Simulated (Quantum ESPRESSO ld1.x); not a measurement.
Values are calculated unless marked as measured or tabulated.
Question: These are the eigenvalues of the occupied orbitals of an atom or ion with whole-number occupations (hartree). Code: ld1.x of Quantum ESPRESSO 7.5. Model: scalar-relativistic Kohn-Sham, LDA (Slater exchange, Perdew-Zunger correlation), spin-polarised, spherical densities, point nucleus.

orbital  eigenvalue
1s         -584.789
2s         -79.2005
2p         -70.4352
3s         -12.2266
3p         -9.39844
3d         -4.71237
4s         -1.50344
4p         -0.83989
5s         -0.13397

Which element is it, and in what charge state? The configuration may be excited. Open shells, if any, are filled with parallel spins first.

Answer: Z = 38, strontium, charge 0: Sr in [Kr] 5s2. The list shows which subshells hold electrons but not how many an open one holds; the 1s level, -584.79 hartree, gives Z - s = 34.2 by -(Z - s)^2/2, which with screening and relativity narrows Z to a few neighbours, and the depths of the outer levels then fix element, charge and occupations together.
